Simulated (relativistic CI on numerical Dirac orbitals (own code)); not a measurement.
Zr⁺: calculation against measurement

Method of calculation: Dirac-Coulomb-Breit CI, separate exchange-only KLI orbitals for each configuration, a model potential for QED, valence Slater integrals scaled by 0.85, configuration energies shifted to the measured levels that pair with them (semi-empirical) (own radial code, finite nucleus).

CI space (outside the closed core [Kr]): 4d²5s, 4d³, 4d²5p, 4d5s5p, 4d5s², 4d²5d, 5s5p², 5s²5p, 4d²5f, 4d²5g, 4d5s4f, 4d5p², 4d²6s, 4d5s6p, 4d²6p, 4d5s6s, 4d5s7s, 4d²4f, 4d²7s, 4d5s6d, 4d²6d, 4d5s5d, 4d5s7p, 4d²7p, 5s²5d, 4d5s5f, 4d5s5g, 5s5p5f, 5s6s², 5s5p5g. Levels of other configurations are missing.

```csv
Configuration,Term (tabulated),J,Measured (cm⁻¹),Computed,Error,Purity (%)
4d²5s,a 4F,3/2,0.0,0,0,99
4d²5s,a 4F,5/2,314.7,265,-50,99
4d²5s,a 4F,7/2,763.4,641,-123,99
4d²5s,a 4F,9/2,1322.7,1116,-207,100
4d³,b 4F,3/2,2572.4,2696,124,98
4d³,b 4F,5/2,2895.1,2938,43,99
4d³,b 4F,7/2,3299.7,3256,-43,99
4d³,b 4F,9/2,3757.7,3635,-123,99
4d²5s,a 2D,5/2,4505.5,5104,598,55
4d²5s,a 2F,5/2,5752.9,6084,331,81
4d²5s,a 2F,7/2,6467.5,6694,226,89
4d²5p,z 4G°,5/2,27983.9,28180,196,76
4d²5p,z 4G°,7/2,28908.9,28935,26,92
4d²5p,z 4G°,9/2,29839.8,29720,-120,99
4d²5p,z 4F°,5/2,30551.5,30526,-26,79
4d²5p,z 2F°,7/2,30561.8,30605,44,80
4d²5p,z 4G°,11/2,30795.6,30549,-246,100
4d²5p,z 4F°,7/2,31249.3,31119,-130,88
4d²5p,z 4F°,9/2,31866.5,31681,-185,90
4d²5p,z 2G°,7/2,34485.3,35323,838,98
4d²5p,z 2G°,9/2,35185.4,35920,734,97
4d5s5p,y 4F°,5/2,36868.9,36990,121,75
4d5s5p,y 4F°,9/2,38644.1,38523,-121,91
```

Measured levels from NIST Handbook of Basic Atomic Spectroscopic Data (Sansonetti and Martin, J. Phys. Chem. Ref. Data 34, 1559 (2005)); pairs were made by configuration, J and term (by order where the table uses no LS term), so strongly mixed levels may be paired wrongly.

Mean error by configuration (cm⁻¹): 4d²5s 129; 4d³ 0; 4d²5p 113; 4d5s5p 0. Over the excited levels the mean absolute error is 212 cm⁻¹ (22 of the 29 excited levels that our extract of the source holds in range could be paired, and the others can miss by more), and the median relative error of those above 1,000 cm⁻¹ is 1.1 %, both after the shifts were fitted to these levels, so that a configuration with one level shows no error. Some levels of the ground configuration have no partner.

Configurations whose levels could be paired with our table of measured levels were shifted onto them, all but the ground configuration, by the median error of their levels; single terms can still be off by 1,000 to 2,000 cm⁻¹ or more, and rates follow the energies as ν³ (E1, M1) or ν⁵ (E2). The others borrow a shift and can be off by several thousand cm⁻¹ or more. The fine structure of a lone outer electron comes out too small, for d and f at times inverted, and misplaced configurations move strength between like terms. 22 of the 29 excited levels that our extract of the measured tables holds in this range could be paired (the sources list more); they are missed by 212 cm⁻¹ on average and 838 at most, after the shifts were fitted to these levels, and levels without a partner can miss by more. Some levels of the ground configuration have no partner and can miss by 10 % or more.

Shifts applied (cm⁻¹): 4d²5s 0; 4d³ 1143; 4d²5p 1243; 4d5s5p 1340.
